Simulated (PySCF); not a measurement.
Molecule: `FC(Cl)(Cl)C(F)(Cl)Cl`, C2Cl4F2.

Atom-mapped SMILES (the numbers label the heavy atoms): `[F:1][C:2]([Cl:3])([Cl:4])[C:5]([F:6])([Cl:7])[Cl:8]`.

Geometry PBE0-D3(BJ)/def2-SVP throughout; GIAO in PySCF 2.14.0 with density-fitted response routines, gas phase, one conformer, non-relativistic; equivalent atoms averaged; functional PBE0.

For orientation, 6-311+G(2d,p) gives these absolute shieldings σ: F1/F6 249.0, C2/C5 53.4, Cl3/Cl4/Cl7/Cl8 558.0 ppm.

A run gave: F1/F6 270.4, C2/C5 60.8, Cl3/Cl4/Cl7/Cl8 625.7 ppm (absolute shieldings σ).

Which basis set was used in that run?
A. def2-TZVP
B. 6-31G*
C. STO-3G
D. pcSseg-2
E. cc-pVDZ

## Answers

E. Cl3/Cl4/Cl7/Cl8 tells them apart best: cc-pVDZ gives 625.7, def2-TZVP gives 546.7, STO-3G gives 879.2, pcSseg-2 gives 559.4, 6-31G* gives 599.0 ppm.
